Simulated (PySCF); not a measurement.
C2H11NOSi2.
InChI=1S/C2H11NOSi2/c1-4-2-6-3-5/h3H,2,6H2,1,5H3

All values: PBE0/def2-SVPD (PySCF, non-relativistic), on one gas-phase PBE0-D3(BJ)/def2-SVP geometry that isn't relaxed in the solvent. The solvent is an IEF-PCM continuum (cavity from Bondi-type radii × 1.2), and excitations are vertical TDDFT with non-equilibrium linear response and a frozen core. Only the electrostatic response of the medium enters.

Gas-phase singlets (H = HOMO, L = LUMO):

| state | E (eV) | λ (nm) | f | leading configuration |
| --- | --- | --- | --- | --- |
| S1 | 6.033 | 206 | 0.004 | H-1→L 97% |
| S2 | 6.264 | 198 | 0.005 | H→L 93% |
| S3 | 6.650 | 186 | 0.037 | H→L+1 89% |
| S4 | 6.681 | 186 | 0.029 | H-1→L+1 90% |
| S5 | 7.224 | 172 | 0.004 | H→L+2 70% |

**Question.** What are the lowest 5 singlets in acetone (ε = 20.49)?

**Answer.** 
| state | E (eV) | λ (nm) | f | leading configuration | change by rank (eV) |
| --- | --- | --- | --- | --- | --- |
| S1 | 6.104 | 203 | 0.006 | H-1→L 98% | +0.071 |
| S2 | 6.278 | 197 | 0.006 | H→L 94% | +0.014 |
| S3 | 6.675 | 186 | 0.037 | H→L+1 89% | +0.025 |
| S4 | 6.713 | 185 | 0.040 | H-1→L+1 91% | +0.032 |
| S5 | 7.195 | 172 | 0.007 | H→L+2 64% | -0.029 |

**Question.** The ground-state energy changes by -0.141 eV from gas to acetone. By how much does the total energy of gas-phase S1 change?

**Answer.** E(S1) = E(S0) + excitation energy, so it changes by -0.141 + 0.071 = -0.070 eV: it is lowered less than the ground state, which is what a blue shift means. This is the vertical state, with the slow part of the continuum still set for S0.

**Question.** How do the frontier levels move from gas to acetone?

**Answer.** 
```tsv
orbital	gas (eV)	solvent (eV)	change (eV)
LUMO+2	1.11	1.19	+0.08
LUMO+1	0.46	0.58	+0.12
LUMO	0.10	0.24	+0.14
HOMO	-7.30	-7.19	+0.11
HOMO-1	-7.32	-7.25	+0.07
HOMO-2	-8.87	-8.84	+0.03
HOMO-3	-9.34	-9.31	+0.03
```

The HOMO–LUMO gap goes from 7.40 to 7.43 eV.

Shape of the structure used: `[CH3:1][O:2][CH2:3][SiH2:4][NH:5][SiH3:6]`: C1–O2–C3–Si4 -74°, O2–C3–Si4–N5 -36°, C3–Si4–N5–Si6 -3°.
